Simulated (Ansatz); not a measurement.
A structure relaxed at PBE0-D4/def2-SVPD in Ansatz, charge -1, singlet:

| atom | x (Å) | y (Å) | z (Å) |
| --- | --- | --- | --- |
| Nb1 | -0.003 | 0.098 | -0.095 |
| O2 | -1.264 | 0.379 | -1.240 |
| O3 | 1.209 | 1.294 | -0.378 |
| Cl4 | 0.923 | -2.098 | -0.426 |
| Cl5 | -0.866 | 0.327 | 2.139 |

(1) Give its formula, name or SMILES and point group.

(2) Summarise the bond lengths by kind (pairs closer than 1.2 times the sum of covalent radii, bridged metal pairs left out).

Answers

(1) [NbO2Cl2]- (NbCl2O2⁻). Point group C2v (tolerance 0.1 Å).

(2) 2 × Nb–O 1.73 Å; 2 × Cl–Nb 2.41 Å. The metal has 4 neighbours: O 1.73 Å, O 1.73 Å, Cl 2.41 Å, Cl 2.41 Å.

In the def2 sets Nb takes a core potential; there is no spin–orbit coupling. The relaxation made no stability test and no search for a lower SCF solution.
